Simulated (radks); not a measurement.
Spherical quantum dot in the effective-mass picture: electrons in a hard-walled sphere of radius 4.54, all in effective atomic units (hartree* = m*/eps^2 hartree, bohr* = eps/m* bohr), one dielectric constant everywhere. Method: non-relativistic Kohn-Sham, PBE, spin-polarised, spherical densities; computed with a radial shooting solver with Libxc functionals. Levels are named by radial order and angular momentum (1s, 1p, 1d, 2s, ...), and open shells are averaged over m.

N = 26, configuration 1s2 1p6 1d10 1f(up 7, down 1). This is the lowest configuration that the search found. Occupied and some empty levels:

level    occupation  eigenvalue (hartree*)  <r> (bohr*)
1s up             1                 7.3210        3.209
1s down           1                 7.3714        3.188
1p up             3                 7.4324        3.283
1p down           3                 7.4850        3.269
1d up             5                 7.6351        3.358
1d down           5                 7.6898        3.349
1f up             7                 7.9189        3.426
1f down           1                 7.9755        3.420
1g up             0                 8.2774        3.486
2s up             0                 8.3108        2.043
2s down           0                 8.3315        2.043
1g down           0                 8.3356        3.482
2p up             0                 8.6968        2.390
2p down           0                 8.7218        2.386
2d up             0                 9.1711        2.607
2d down           0                 9.2005        2.602

Energy (hartree*): total 108.847, kinetic 25.479, external 0, Hartree 93.729, exchange-correlation -10.362.

Electron density:

r (bohr*)  n(r) (e/bohr*^3)
0.136              0.001254
0.361              0.001474
0.587              0.001963
0.812              0.002846
1.04               0.004351
1.26               0.006844
1.49                0.01082
1.72                0.01701
1.94                0.02617
2.17                0.03900
2.39                0.05596
2.62                0.07655
2.84                0.09868
3.07                 0.1185
3.29                 0.1300
3.52                 0.1265
3.75                 0.1043
3.97                0.06663
4.20                0.02733
4.42               0.003294
